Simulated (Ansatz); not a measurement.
Ansatz (a quantum-chemistry and plane-wave program) input (CCSD(T)/aug-cc-pV(D+d)Z):
A basis named .json is the Basis Set Exchange file of that set.

Ansatz 0.2 input:
```yaml
crystal:
  periodic: [false, false, false]
  atoms:
    - {symbol: Si, position_ang: [-1.18570912, 0.14764476, -0.01563206]}
    - {symbol: Si, position_ang: [1.00481334, -0.04033968, 0.00841917]}
    - {symbol: H, position_ang: [-1.32550406, -1.38275470, 0.07066875]}
    - {symbol: H, position_ang: [1.90470915, -1.24441151, 0.08247083]}
    - {symbol: H, position_ang: [1.95333576, 1.12489513, -0.05215915]}
basis:
  gaussian:
    orbitals: aug-cc-pV_D+d_Z.json
total_charge: -1
magnetization: {spin_polarized: false}
correlation: {method: ccsd_t, electrons: outside_noble_gas}
output: {forces: true}
```

Output:

```
Functional definition: HF
integrals: 0.10 GiB planned
945 factors; integrals over basis functions are off by at most 9.3e-4 eV
mean field: 0.25 GiB planned
mean field evaluation 1: about -15769.7342 eV, gradient 1.2e1 eV
mean field evaluation 2: about -15769.7344 eV, gradient 1.2e1 eV
mean field evaluation 4: about -15770.6959 eV, gradient 1.9e0 eV
mean field evaluation 8: about -15770.7283 eV, gradient 1.2e-3 eV
mean field evaluation 16: about -15770.7272 eV, gradient 2.0e-1 eV
mean field evaluation 32: about -15762.6800 eV, gradient 7.6e-4 eV
mean field -15770.72825725 eV, -579.5635736706 hartree, gradient 2.7e-6 eV, S^2 0.000000; 0 other end points of the search recorded, 0 dependent functions left out; unrestricted orbitals would lower it
10 core orbitals not correlated
reference -15770.72825725 eV, -579.5635736706 hartree; 6, 6 occupied and 75, 75 virtual orbitals, 945 factors
densities: 0.38 GiB planned
second order -6.03643942 eV of doubles, -0.00000000 eV of singles
coupled cluster: 0.27 GiB planned
cycle   1  -6.76031483 eV  change   -7.2e-1 eV  update   8.9e-2
cycle   2  -7.07054179 eV  change   -3.1e-1 eV  update   3.3e-2
cycle   3  -7.11214601 eV  change   -4.2e-2 eV  update   1.3e-2
cycle   4  -7.10933847 eV  change    2.8e-3 eV  update   5.0e-3
cycle   5  -7.10810487 eV  change    1.2e-3 eV  update   1.8e-3
cycle   6  -7.10791489 eV  change    1.9e-4 eV  update   8.3e-4
cycle   7  -7.10808628 eV  change   -1.7e-4 eV  update   3.4e-4
cycle   8  -7.10815949 eV  change   -7.3e-5 eV  update   1.4e-4
cycle   9  -7.10813245 eV  change    2.7e-5 eV  update   4.8e-5
cycle  10  -7.10811686 eV  change    1.6e-5 eV  update   1.4e-5
cycle  11  -7.10811876 eV  change   -1.9e-6 eV  update   5.6e-6
cycle  12  -7.10811997 eV  change   -1.2e-6 eV  update   1.9e-6
coupled cluster: 0.27 GiB planned
perturbative correction -0.35263085 eV, -0.0129589447 hartree
the calculation of the forces begins
Total energy: -15778.18900807 eV, -579.8377512060 hartree
Atom 0 at    -1.185709     0.147645    -0.015632 Å, force    -0.522626     0.147085    -0.011560 eV/Å
Atom 1 at     1.004813    -0.040340     0.008419 Å, force     0.411688    -0.019051     0.003593 eV/Å
Atom 2 at    -1.325504    -1.382755     0.070669 Å, force    -0.017159    -0.115503     0.006473 eV/Å
Atom 3 at     1.904709    -1.244412     0.082471 Å, force     0.056225    -0.118484     0.007090 eV/Å
Atom 4 at     1.953336     1.124895    -0.052159 Å, force     0.071873     0.105953    -0.005596 eV/Å
Dipole moment:     0.283759    -0.067461     0.005571 e Å
```

It need not be the lowest isomer of its formula. Whether it binds its extra electron was not tested at this geometry.
